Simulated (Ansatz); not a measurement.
The cluster GeCl4. The state is a singlet with charge 0. Geometry PBE-D4/def2-SVP, basis def2-TZVP, Ansatz.

```xyz
5

Ge    0.6485    0.7871   -1.1055
Cl   -2.5963    0.2041    1.5537
Cl   -0.4817    0.0766    1.2478
Cl    0.2940   -1.0960   -2.2031
Cl    2.1354    0.0282    0.5072
```

| run | HOMO (eV) | LUMO (eV) |
| --- | --- | --- |
| A | -10.41 | -2.10 |
| B | -9.51 | -3.11 |
| C | -8.28 | -4.20 |
| D | -7.49 | -5.05 |
| E | -10.74 | -2.05 |
| F | -7.19 | -4.98 |

LC-ωPBE has ω = 0.4 bohr⁻¹. Another isomer (singlet) lies 3.59 eV lower at PBE0-D4/def2-TZVP; other spin states weren't run for this one.

Problem. The runs used CAM-B3LYP, LC-ωPBE, PBE, PBE0, r2SCAN, ωB97X-V. Estimate which is which.

Solution. A ωB97X-V (range-separated); B CAM-B3LYP (range-separated); C PBE0 (25 % exact exchange); D r2SCAN (0 % exact exchange); E LC-ωPBE (range-separated); F PBE (0 % exact exchange). Exact exchange lowers occupied and raises empty levels; among semilocal functionals meta-GGAs tend to open the gap a little, and such runs are hard to tell apart. The gap grows from 2.21 eV (PBE) to 8.68 eV (LC-ωPBE).
